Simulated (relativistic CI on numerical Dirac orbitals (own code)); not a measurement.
**Pr2+: 4f valence photoemission**

Computed with this model: Dirac-Coulomb-Breit CI, separate exchange-only KLI orbitals for each configuration, model QED (radiative potential, 1s self-energy scaled to tabulated hydrogen-like ionisation energies), multiplet model of photoemission in the sudden approximation, unscaled Slater integrals; configurations [Xe] 4f3 → [Xe] 4f2; 300 K; Lorentzian 0.15 eV and Gaussian 0.3 eV FWHM. Energies are those of the free ion, without screening or charge transfer. The energies are binding energies and can lie tens of eV above those of solids. S is read from ⟨S²⟩ = S(S + 1).

free ion: ground-state S = 1.49, centroid 19.69 eV. Peaks (eV, height): 19.5 (100), 20.3 (32).

Strongest unbroadened transitions for free ion:

| Energy (eV) | Relative strength |
| --- | --- |
| 19.31 | 0.1 |
| 19.48 | 100.0 |
| 19.57 | 0.1 |
| 19.73 | 16.0 |
| 19.84 | 0.0 |
| 20.00 | 0.5 |
| 20.12 | 0.0 |
| 20.28 | 29.3 |
| 20.43 | 0.1 |
| 20.44 | 3.9 |
| 20.78 | 0.3 |
